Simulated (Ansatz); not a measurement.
`C[SiH2]C(F)BF` + `[BH2][SnH2][NH2]` → `[BH2][SnH2][BH]F` + `C[SiH2]C(N)F`  (redistribution)

Isolated molecules relaxed with PBE0-D4/def2-TZVP in Ansatz; ΔE leaves out vibrations. CBS: MP2 limit from def2 TZ/QZ plus the TZ coupled-cluster correction, frozen cores. Functionals use def2-TZVPP. Elements past krypton have def2 core potentials. For Sn outer-core shells are correlated without core-valence functions, which leaves a few kJ/mol of doubt a bond. Each species was taken in one conformer, which may not be the lowest.

`C[SiH2]C(F)BF`:

Cartesian coordinates in Å:
```
C -0.820 0.285 1.646
Si -0.975 -0.417 -0.076
C 0.381 0.317 -1.218
F 0.061 -0.016 -2.539
B 1.796 -0.180 -0.820
F 2.289 0.206 0.352
H 0.156 0.055 2.079
H -0.942 1.371 1.639
H -1.589 -0.137 2.296
H -2.279 -0.071 -0.698
H -0.831 -1.898 -0.061
H 0.304 1.409 -1.110
H 2.450 -0.924 -1.491
```

`[BH2][SnH2][NH2]`:

Z-matrix (Å, degrees):
```
Sn
N 1 2.040
B 1 2.242 2 108.5
H 1 1.725 2 112.0 3 -122.2
H 1 1.710 2 104.3 3 122.5
H 2 1.012 1 112.9 3 56.6
H 2 1.012 1 113.3 3 178.6
H 3 1.194 1 120.7 2 166.3
H 3 1.194 1 120.9 2 -14.8
```

`[BH2][SnH2][BH]F`:

Cartesian coordinates in Å:
```
B 0.714 1.602 -0.783
Sn 0.673 -0.388 0.240
B -1.485 -1.063 0.504
F -2.063 -1.773 -0.444
H 0.793 1.673 -1.973
H 0.613 2.612 -0.155
H 1.381 -0.295 1.796
H 1.532 -1.572 -0.648
H -2.158 -0.796 1.464
```

`C[SiH2]C(N)F`:

Z-matrix (Å, degrees):
```
C
Si 1 1.869
H 1 1.092 2 110.6
H 1 1.092 2 110.5 3 119.5
H 1 1.093 2 111.4 3 -121.0
C 2 1.907 1 109.7 3 56.4
H 2 1.488 1 111.0 3 176.1
H 2 1.486 1 110.9 3 -62.8
F 6 1.428 2 107.0 1 -72.1
N 6 1.405 2 112.4 1 51.8
H 6 1.094 2 111.1 1 174.1
H 10 1.010 6 113.3 2 -57.1
H 10 1.011 6 113.5 2 176.9
```

```csv
level,ΔE (kcal/mol)
PBE,8.6
PBE0,9.8
```

What does CCSD(T)/CBS give? (Best estimate.)

The calculation gave: +12.2 kcal/mol. The listed levels differ from it by -3.6, -2.4 kcal/mol.

Largest T1 diagnostic among the species: 0.015.

From PBE to PBE0 (25 % exact exchange), in def2-TZVPP and without D4, ΔE moves by +1.2 kcal/mol. In def2-TZVPP, CCSD(T) changes the Hartree–Fock value by −1.8 kcal/mol (the triples alone add −0.3 kcal/mol) and MP2 by −0.9 kcal/mol.
